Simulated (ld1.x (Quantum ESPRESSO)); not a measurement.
**Varying the ultrasoft potential for boron (B)**

Base potential:

| Property | Result |
| --- | --- |
| Element | B |
| Generator | ld1.x (Quantum ESPRESSO) 7.5 |
| Type | ultrasoft |
| Functional | PBEsol |
| Relativity | non-relativistic |
| Frozen core | [He] |
| Valence charge | 3 |
| Reference configuration | 2s2 2p0 (charge +1) |
| Partial waves | 2s (bound): rcut 1.20, rcutus 1.60 bohr; 2s channel at 0.9 Ry: rcut 1.20, rcutus 1.60 bohr; 2p (bound, empty): rcut 3.25, rcutus 3.65 bohr; 2p channel at 0.1 Ry: rcut 3.25, rcutus 3.65 bohr |
| Local potential | all-electron potential smoothed inside 3.05 bohr (lloc = -1) |
| Core correction | a·sin(br)/r model core inside 1.45 bohr |
| Augmentation charge | built from norm-conserving waves at rcut, not smoothed further |

All-electron outer shells of the reference configuration (PBEsol, non-relativistic, ld1.x):

```json
{"shell": "2s", "level (eV)": "-19.37", "outermost node (bohr)": "0.46", "outermost maximum (bohr)": "1.46"}
{"shell": "2p", "level (eV)": "-13.25", "outermost node (bohr)": "–", "outermost maximum (bohr)": "1.41"}
```

Cutoffs, loose and tight: the cutoffs (Ry, on a coarse ladder) from which the occupation-weighted sum of valence levels, in a spherical-Bessel basis at the reference potential, stays within 10 and 1 mRy of its value at 400 Ry. They do not see the model core or the augmentation charge, which bear on the density cutoff. Test errors are all-electron minus pseudo excitation energies from the reference, over the configurations 2s2 2p1; 2s1 2p0; 2s2 2p0.5; 2s0 2p3; 2s1 2p1; 2s1 2p2; 2s2 2p1.3. A dash means not determined; rows that change the core or the reference have their own tests.

A true bound ghost makes a file unfit for plane-wave use even where its test errors are small: the radial tests pick states by their node count and pass the ghost by.

Cutoffs are not given where the Bessel-basis levels miss the radial ones by over 6 mRy, ghosts where they miss by over 20 mRy; a channel whose overlap is not positive is not tested.

A file whose overlap is not positive is unfit for use, and its test errors describe a broken file.

```tsv
change	outcome	cutoff, loose	cutoff, tight	bound ghosts	largest test error (meV)
base	generated, overlap not positive	–	–	not determined (overlap not positive)	-92
augmentation PSQ, radius 1.25 bohr	generated	6 Ry	8 Ry	none	+38
core correction a·sin(br)/r model core inside 0.94 bohr	generated, overlap not positive	–	–	not determined (overlap not positive)	-97
reference 2s2 2p1	generated	–	–	not determined	-391
```

(1) What comes out with this change to the base: all radii but the core radius scaled by about 1.30 (s 2.08, p 4.76 bohr, rcut 1.56/4.22); local potential all-electron potential smoothed inside 3.96 bohr (lloc = -1)?

(2) What comes out with this change to the base: local potential all-electron potential smoothed inside 4.06 bohr (lloc = -1)?

(3) What comes out with this change to the base: local potential all-electron potential smoothed inside 3.10 bohr (lloc = -2)?

Answers

(1) outcome: generated; cutoff, loose: 8 Ry; cutoff, tight: 10 Ry; bound ghosts: p; largest test error (meV): +364.

(2) outcome: generated; cutoff, loose: 6 Ry; cutoff, tight: 8 Ry; bound ghosts: p; largest test error (meV): -233.

(3) outcome: generated; cutoff, loose: 6 Ry; cutoff, tight: 8 Ry; bound ghosts: p; largest test error (meV): -268.
